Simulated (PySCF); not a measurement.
**Structure from 2D NMR**

Compound of formula C9H11OP. Correlations simulated from computed shifts and the bond graph:

HSQC (one-bond C–H):
| δH | δC |
| --- | --- |
| 9.19 | 222.1 |
| 7.70 | 139.5 |
| 7.50 | 133.1 |
| 7.46 | 134.3 |
| 7.36 | 133.7 |
| 3.88 | 62.0 |
| 2.51 | 23.9 |

COSY cross peaks (H two or three bonds apart, from the bond graph; peaks can be absent where the dihedral angle is near 90°):
| δH | δH |
| --- | --- |
| 7.50 | 7.46 |
| 7.46 | 7.36 |

HMBC (two and three bonds, from the bond graph):
| δH | δC |
| --- | --- |
| 9.19 | 148.9, 62.0 |
| 7.70 | 148.9, 143.0, 133.7, 133.1, 23.9 |
| 7.50 | 148.9, 139.5, 134.3, 133.7 |
| 7.46 | 148.9, 143.0, 133.7, 133.1 |
| 7.36 | 143.0, 139.5, 134.3, 133.1, 23.9 |
| 3.88 | 222.1 |
| 2.51 | 143.0, 139.5, 133.7 |

Carbons without hydrogens: δ 148.9, 143.0.

PySCF 2.14 calculation with PBE0/pcSseg-1 with gauge-including orbitals and coordinates at the GFN2-xTB level; one averaged value for each set of equivalent atoms, one computed conformer, non-relativistic Hamiltonian, gas phase.

Shifts are taken against calculated references (same method and geometry level): ¹H, ¹³C vs TMS.

Exchangeable hydrogens are left out of these lists.

Problem. Work out the connectivity.

Solution. `CO/C=P/c1cccc(C)c1`.

Atoms are numbered as in `[CH3:1][O:2]/[CH:3]=[P:4]/[c:5]1[cH:6][cH:7][cH:8][c:9]([CH3:10])[cH:11]1`; H(Xn) means a hydrogen on atom n.

δC 222.1 is C3, a carbon double-bonded to a heavier main-group atom (δH 9.19). δC 148.9 is C5, a substituted aromatic carbon. δC 143.0 is C9, a substituted aromatic carbon. δC 139.5 is C11, an aromatic CH (δH 7.70). δC 134.3 is C7, an aromatic CH (δH 7.46). δC 133.7 is C8, an aromatic CH (δH 7.36). δC 133.1 is C6, an aromatic CH (δH 7.50). δC 62.0 is C1, a methyl carbon bonded to O (δH 3.88). δC 23.9 is C10, a methyl carbon on an aromatic ring (δH 2.51). HMBC from δH 9.19 reaches the proton-free carbon C5. HMBC from δH 7.70 reaches the proton-free carbons C5, C9. HMBC from δH 7.50 reaches the proton-free carbon C5. HMBC from δH 7.46 reaches the proton-free carbons C5, C9. COSY links 7.50–7.46, 7.46–7.36.

The shifts were computed for this structure.

Shifts are as computed. Against solution values, carbons near 30 ppm lie about +3 ppm off and those near 130 ppm about +5 ppm. Of 1211 compounds with measured shifts, 218 miss one by over three times the rms of a fit or turn the order of signals round; such compounds aren't used in these exercises.
